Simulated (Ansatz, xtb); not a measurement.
# Relative energy of two isomers of CHPSe

Structure X: `P=C=[Se]`, a singlet. Structure Y: `C1=P[Se]1`, a singlet. Both are isolated molecules in the gas phase, relaxed with r2SCAN-D4/def2-SVP.

X (Å):

```yaml
atoms:
  - { symbol: C, position_ang: [-1.9575, 1.7742, 0.5862] }
  - { symbol: P, position_ang: [-2.5010, 2.4662, -0.8234] }
  - { symbol: Se, position_ang: [-1.5899, 1.0258, 2.0622] }
  - { symbol: H, position_ang: [-1.1735, 2.8372, -1.2223] }
```

Y (Å):

```xyz
4

C    -1.4539    1.9090    0.1734
P    -1.9987    3.4036    0.6271
Se   -3.2511    1.4925   -0.2471
H    -0.5550    1.2923    0.0879
```

Q: Estimate which is lower in electronic energy at CCSD(T)/def2-TZVPP, and by roughly how much.

A: The CCSD(T)/def2-TZVPP calculation puts structure Y lower, by 2.2 kcal/mol.

How the difference moves with the method:

```csv
level,geometry,E(Y) − E(X) (kcal/mol),departure from the last row (kcal/mol),"job, with rough time for the two"
GFN2-xTB,GFN2-xTB,−10.0,−7.9,"optimisation, 0.24 s"
HF/STO-3G,GFN2-xTB,−2.5,−0.3,"single point, 0.7 s"
r2SCAN-D4/def2-SVP//GFN2-xTB,GFN2-xTB,+3.6,+5.7,"single point, 3.6 s"
r2SCAN-D4/def2-SVP,r2SCAN-D4/def2-SVP,+3.2,+5.3,"optimisation, 27 s"
HF/def2-TZVPP,r2SCAN-D4/def2-SVP,−1.5,+0.6,part of the CCSD(T) run
MP2/def2-TZVPP,r2SCAN-D4/def2-SVP,−1.9,+0.2,part of the CCSD(T) run
CCSD(T)/def2-TZVPP,r2SCAN-D4/def2-SVP,−2.2,,"single point, 40 s"
```

As drawn, Y has 1 P–Se, 1 C–Se, 1 C–H in place of 1 C=Se, 1 P–H. Structure X has no ring, Y a 3-membered ring.

r2SCAN-D4/def2-SVP//GFN2-xTB, r2SCAN-D4/def2-SVP put the two in the other order. The largest departure from CCSD(T)/def2-TZVPP is that of GFN2-xTB, 7.9 kcal/mol.

With harmonic frequencies from r2SCAN-D4/def2-SVP (ideal gas, rigid rotor, one conformer each, 600 K, 1 atm): the zero-point term adds +1.9 kcal/mol; ΔH is −0.8 and ΔG −0.3 kcal/mol. In free energy the two are nearly level.

The correlated steps freeze 15 core orbitals; the filled d shell of Se is correlated, in a basis made for valence electrons. Mirror images aren't counted in ΔG. Programs: Ansatz 0.2.0, xtb 6.7.1; the last row on 1 thread of Intel(R) Xeon(R) Platinum 8175M CPU @ 2.50GHz (Skylake/Cascade Lake) on a shared host.
